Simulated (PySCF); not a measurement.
Working out the ionisation energy of Au

Au [Xe] 4f14 5d10 6s1 (2S) → Au+ [Xe] 4f14 5d10 (1S). Computed with PySCF 2.14 in ANO-RCC-VTZP (8s7p5d3f1g, 84 functions), with scalar relativity by spin-free X2C-1e. Frozen: [Kr] 4d10 4f14. Energies in hartree (1 hartree = 27.21139 eV):

```tsv
part	Au (lower)	Au+ (upper)
UHF	-19008.103368	-19007.821132
MP2 opposite-spin	-0.382286	-0.346462
MP2 same-spin	-0.199984	-0.175572
```

Problem. What does Hartree-Fock give?

Solution. (-19007.821132) − (-19008.103368) = 0.282236 hartree = 7.680 eV.

Problem. What do MP2 and SCS-MP2 (6/5 opposite-spin, 1/3 same-spin) give?

Solution. The opposite-spin parts differ by 0.975 eV and the same-spin parts by 0.664 eV. MP2: 7.680 + (0.975) + (0.664) = 9.319 eV. SCS-MP2: 7.680 + 1.2 × (0.975) + (0.664)/3 = 9.071 eV.

Measured between the centres of the two terms (NIST): 9.226 eV, so MP2 (valence and next inner shell) is off by 0.093 eV.

What remains against the reference includes basis incompleteness, the frozen core and correlation beyond second order.
